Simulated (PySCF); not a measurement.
ZrCl3, SMILES [Cl][Zr+]([Cl])[Cl], charge +1, multiplicity 1.

Geometry optimised at B3LYP-D3(BJ)/def2-SVP. The spin state was assumed, not searched. The isomer is the one that the SMILES or the coordinates give; other isomers of the formula were not compared. The def2 effective core potentials stand for the cores of Zr; spin–orbit coupling is left out.

Method: TDDFT-PBE/def2-SVPD (PySCF 2.14.0).

Vertical excitations; the highest root listed may be one member of a degenerate set. Isolated molecule, no solvent. State labels are in the subgroup Cs.

**Question.** List the lowest excited states. (An estimate is asked for; the answer gives what the named calculation found.)

**Answer.** 
```json
[
 {"state": "S1", "symmetry": "A\"", "energy (eV)": "3.42", "λ (nm)": "363", "f": "0.000", "main pairs": "HOMO→LUMO 100 %"},
 {"state": "S2", "symmetry": "A'", "energy (eV)": "3.80", "λ (nm)": "327", "f": "0.006", "main pairs": "HOMO−1→LUMO (degenerate set)"},
 {"state": "S3", "symmetry": "A\"", "energy (eV)": "3.80", "λ (nm)": "327", "f": "0.006", "main pairs": "HOMO−2→LUMO (degenerate set)"},
 {"state": "S4", "symmetry": "A'", "energy (eV)": "4.16", "λ (nm)": "298", "f": "0.005", "main pairs": "HOMO→LUMO+1 (degenerate set)"},
 {"state": "S5", "symmetry": "A\"", "energy (eV)": "4.16", "λ (nm)": "298", "f": "0.005", "main pairs": "HOMO→LUMO+2 (degenerate set)"},
 {"state": "S6", "symmetry": "A'", "energy (eV)": "4.26", "λ (nm)": "291", "f": "0.004", "main pairs": "HOMO−3→LUMO 93 %"},
 {"state": "S7", "symmetry": "A\"", "energy (eV)": "4.44", "λ (nm)": "279", "f": "0.000", "main pairs": "HOMO−4→LUMO, HOMO−1→LUMO+1, HOMO−2→LUMO+2 (degenerate set)"},
 {"state": "S8", "symmetry": "A'", "energy (eV)": "4.44", "λ (nm)": "279", "f": "0.000", "main pairs": "HOMO−5→LUMO, HOMO−1→LUMO+2, HOMO−2→LUMO+1 (degenerate set)"},
 {"state": "S9", "symmetry": "A\"", "energy (eV)": "4.46", "λ (nm)": "278", "f": "0.000", "main pairs": "HOMO−2→LUMO+2 50 %, HOMO−1→LUMO+1 50 %"},
 {"state": "S10", "symmetry": "A'", "energy (eV)": "4.52", "λ (nm)": "274", "f": "0.007", "main pairs": "HOMO−2→LUMO+1 48 %, HOMO−1→LUMO+2 48 %"},
 {"state": "T1", "symmetry": "A\"", "energy (eV)": "3.37", "λ (nm)": "367", "f": "0", "main pairs": "HOMO→LUMO 100 %"},
 {"state": "T2", "symmetry": "A\"", "energy (eV)": "3.67", "λ (nm)": "338", "f": "0", "main pairs": "HOMO−2→LUMO (degenerate set)"},
 {"state": "T3", "symmetry": "A'", "energy (eV)": "3.67", "λ (nm)": "338", "f": "0", "main pairs": "HOMO−1→LUMO (degenerate set)"},
 {"state": "T4", "symmetry": "A'", "energy (eV)": "3.92", "λ (nm)": "316", "f": "0", "main pairs": "HOMO−3→LUMO 91 %"}
]
```
Triplets are in the Tamm–Dancoff approximation, which puts them higher than full response would, so one can lie above its singlet here.
